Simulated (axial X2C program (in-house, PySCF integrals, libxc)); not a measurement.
# SrN⁺: cheaper levels and CCSD(T), two-component

All values were computed with an in-house relativistic program for diatomic molecules. Two-component (2c) means X2C with spin–orbit coupling and atomic mean-field two-electron Coulomb and Gaunt terms. Basis: Sr dyall-cv3z [13s12p8d5f1g], N dyall-av3z [7s7p3d2f] (cores contracted in-house); Gaussian nuclei, density fitting, unrestricted open shells. Masses: Sr 87.906 u, N 14.003 u.

State: Ω = 1 (⟨Sz⟩ = 1.00, ⟨Lz⟩ = 0.00 at HF); fragments Sr+ + N.

```json
{"level": "PBE0", "Re (Å)": "2.278", "ωe (cm⁻¹)": "470.3", "De (eV)": "1.58"}
{"level": "HF", "Re (Å)": "2.323", "ωe (cm⁻¹)": "457.6", "De (eV)": "-0.288"}
{"level": "MP2", "Re (Å)": "2.300", "ωe (cm⁻¹)": "460.4", "De (eV)": "0.974"}
{"level": "CCSD", "Re (Å)": "2.312", "ωe (cm⁻¹)": "448.4", "De (eV)": "0.996"}
{"level": "M06", "Re (Å)": "2.289", "ωe (cm⁻¹)": "464.7", "De (eV)": "1.68"}
```

Correlated methods: 14 electrons correlated (number of frozen shells: Sr 3 s, 2 p, 1 d; N 1 s), 264 virtual spin orbitals or spinors in MP2, 90 natural virtuals in coupled cluster.

CCSD(T), same Hamiltonian and basis:

Re = 2.315 Å, ωe = 442.5 cm⁻¹, De = 1.07 eV; T1 = 0.013 (Lee–Taylor normalisation).

Give the differences from CCSD(T) in the columns below.



```csv
level,ΔRe (Å),Δωe (cm⁻¹),ΔDe (eV)
PBE0,-0.037,28,0.51
HF,0.008,15,-1.36
MP2,-0.015,18,-0.10
CCSD,-0.003,6,-0.07
M06,-0.026,22,0.61
```

The state is one determinant whose occupation by symmetry is held fixed; it was picked as the lowest of a PBE0 search that is not exhaustive. De is counted from the lowest determinant-based energies of the atoms at the same level, without counterpoise correction. Density functionals use the spin component along the axis (collinear). Coupled cluster ran in a truncated set of natural virtual spinors; the MP2 energy of the rest was added. (T) has no such correction and the atoms are truncated less, which lowers De at CCSD(T) by a hundredth of an eV or more. Other states lie close and PBE0, whose exact exchange favours high spin, may order them wrongly; the determinant shown need not be the ground state. The nearest other 2c determinant of the search, Ω = 2, lies 0.33 eV up at the distance of the search. With several unpaired electrons one determinant need not be a pure state. Open-shell Ω = 0 determinants with evenly filled partner blocks cannot be reached by this program, so the Ω shown need not be the lowest component. This is the Ω = 1 component of a π² triplet; the 0⁺ component is not one determinant and can lie lowest. Some points did not converge and are left out.
